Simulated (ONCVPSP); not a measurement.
# Transferability test, ONCV potential for P (Z = 15)

ONCVPSP 4.0.1 input, shortened (lines: element, Z, core and valence counts, functional; n l f; lmax; l rc ep ncon nbas qcut; lloc lpopt rc5 dvloc0; l nproj debl; icmod fcfact rcfact), LDA (Perdew-Wang 92), scalar-relativistic:

```
  P 15.00    3    2  -001012      upf
    1    0    2.00
    2    0    2.00
    2    1    6.00
    3    0    1.75
    3    1    3.25
    2
    0    1.65    0.00    4    8    3.80
    1    1.50    0.00    3    7    4.40
    2    1.50    0.34    4    8    6.00
    2    5    1.50    0.00
    0    3    2.50
    1    2    3.70
    2    0    3.30
    3    6.00    1.40
```

Energies are relative to the spin-unpolarised reference configuration 3s1.75 3p3.25; without spin polarisation the order of configurations can differ from experiment.

Q: Give the all-electron excitation energy and the error of the potential for: 3s2 3p3; 3s2 3p2; 3s2 3p1; 3s2 3p0.

A:

| valence configuration | charge | ΔE all-electron (eV) | error AE − PS (meV) |
| --- | --- | --- | --- |
| 3s2 3p3 | 0 | -2.110 | -0.1 |
| 3s2 3p2 | +1 | 7.705 | +1.0 |
| 3s2 3p1 | +2 | 26.949 | +9.6 |
| 3s2 3p0 | +3 | 56.838 | +34 |

Levels in the configuration 3s2 3p1:

```csv
level,all-electron (eV),pseudo (eV)
3s,-34.012,-34.003
3p,-24.391,-24.374
```
